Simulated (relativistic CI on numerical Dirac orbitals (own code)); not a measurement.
## Hyperfine structure of Pd37+, mass number 105

Method of calculation: Dirac-Coulomb-Breit CI, orbitals from a KLI potential per configuration, model QED, unscaled Slater integrals (own radial code, finite nucleus).

Configurations in the expansion (outside the closed core 1s2): 2s²2p⁵, 2s2p⁶, 2p⁶3s, 2p⁶3p, 2p⁶3d, 2s²2p⁴3s, 2s²2p⁴3p, 2s²2p⁴3d, 2s2p⁵3s, 2s2p⁵3p, 2s2p⁵3d, 2s²2p⁴4s, 2s²2p⁴4p, 2s²2p⁴4d, 2s²2p⁴4f, 2s2p⁵4s. Levels of other configurations are missing.

Nuclear spin I = 5/2, μ = -0.642 μN, Q = 0.66 b (tables of Stone and Pyykkö). The electronic factors are computed for point nuclear moments, without core polarisation or the Bohr-Weisskopf and QED corrections.

| Level | E (Ry) | A (GHz) | B (GHz) |
| --- | --- | --- | --- |
| 2s²2p⁵ ²P°3/2 | 0.000 | -44.77 | -214 |
| 2s²2p⁵ ²P°1/2 | 12.091 | -268.6 |  |
| 2s2p⁶ ²S1/2 | 30.321 | -858.8 |  |
| 2s²2p⁴3s ⁴P5/2 | 222.337 | -81.23 | 48.9 |
| 2s²2p⁴3s ²P3/2 | 222.806 | -6.701 | 18.7 |
| 2s²2p⁴3s ²S1/2 | 224.688 | -229.1 |  |
| 2s²2p⁴3p ²P°1/2 | 229.477 | -71.95 |  |
| 2s²2p⁴3p ⁴D°7/2 | 230.658 | -30.14 | 101 |

Levels with J = 0, under 50 % of one LS term, or S terms without an open s electron are left out. Small factors come from cancelling terms and can be off by tens of per cent or more.

At this charge energies of transitions that change n are usually good to better than 1 %, and those within a shell (Δn = 0) to a few per cent.

Problem. Give the hyperfine levels of 2s²2p⁵ ²P°1/2 relative to its centre of gravity.

Solution. With K = F(F + 1) − I(I + 1) − J(J + 1), E = AK/2: F = 2: 470, F = 3: -335.7 GHz.

LS names give the leading component of a level, which can be under half, so a name can repeat, a term be missing and a line seem to break the LS rules.
